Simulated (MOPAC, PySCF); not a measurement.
C₂N₂, SMILES `N#C[N+]#[C-]`, neutral singlet in the gas phase. 

Cartesian coordinates (Å):
```xyz
4

C      1.7548    -0.7187    -0.0112
N      0.6216    -0.3972    -0.0040
C     -0.6333    -0.0411     0.0040
N     -1.7431     0.2737     0.0111
```
Charge 0, multiplicity 1.

All levels are single points at this geometry (B3LYP-D3(BJ)/def2-TZVP); Pople sets use spherical d functions. Orbital energies aren't observables, and empty levels follow the basis.

B3LYP/3-21G in PySCF gives HOMO (eV) = -9.62.

**Question.** Estimate the HOMO (eV) from each of these levels: B3LYP-D3(BJ)/def2-TZVP in PySCF; B3LYP/6-31G* in PySCF; M06-2X/6-31G* in PySCF; HF/6-31G* in PySCF; PM6 in MOPAC.

**Answer.** 
```tsv
level	HOMO (eV)
B3LYP-D3(BJ)/def2-TZVP in PySCF	-10.12
B3LYP/6-31G* in PySCF	-9.80
M06-2X/6-31G* in PySCF	-11.40
HF/6-31G* in PySCF	-12.99
PM6 in MOPAC	-12.70
```
